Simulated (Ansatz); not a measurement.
Ansatz (a first-principles code) input:

Ansatz 0.2 input:
```yaml
crystal:
  periodic: [false, false, false]
  atoms:
    - {symbol: La, position_ang: [-0.06008905, 0.15200142, 0.32964595]}
    - {symbol: F, position_ang: [-1.61760004, -1.02703170, -0.03102153]}
    - {symbol: F, position_ang: [0.04840164, 1.73871763, -0.85944678]}
    - {symbol: F, position_ang: [1.66121843, -0.81403679, 0.55398318]}
basis:
  gaussian:
    orbitals: def2-TZVP
hamiltonian:
  xc: b3lyp
  dispersion: d3bj
relax: {f_tol: 0.002, max_steps: 150}
```

### Question
Predict the final energy.

### Answer
-331.51603 Eh (B3LYP-D3(BJ)/def2-TZVP). The basis has 133 functions. The run takes about 26 core-seconds (a rough figure).
